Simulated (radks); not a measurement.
Valence configurations of Pm II (all share [Xe]). Calculated with a radial shooting solver on a logarithmic mesh with Libxc functionals: scalar-relativistic Kohn-Sham, BLYP, spin-polarised, spherical densities, finite nucleus; open shells are filled with parallel spins first (spin-orbit coupling, left out, can overturn this in heavy ions); Fermi nuclear charge, rms radius 4.962 fm. Order these by energy: 4f6; 4f5.5 6s0.5; 4f5 5d1; 4f3 6s1 6p2; 4f4 6s1 6p1; 4f4 6s2; 4f4 6s0.5 6p1.5; 4f3 5d1 6s1 6p1; 4f5 6s1; 4f5 6p1.

Answer. From the lowest, in eV above it: 4f5 6s1 0.000; 4f5.5 6s0.5 0.423; 4f5 5d1 1.267; 4f6 1.850; 4f5 6p1 3.182; 4f4 6s2 4.018; 4f4 6s1 6p1 7.064; 4f4 6s0.5 6p1.5 8.943; 4f3 5d1 6s1 6p1 16.316; 4f3 6s1 6p2 22.270. NIST lists [Xe] 4f5 6s1 as the ground configuration; this level of theory agrees among the configurations tried. The energies are those of spherical high-spin densities, not of single terms.
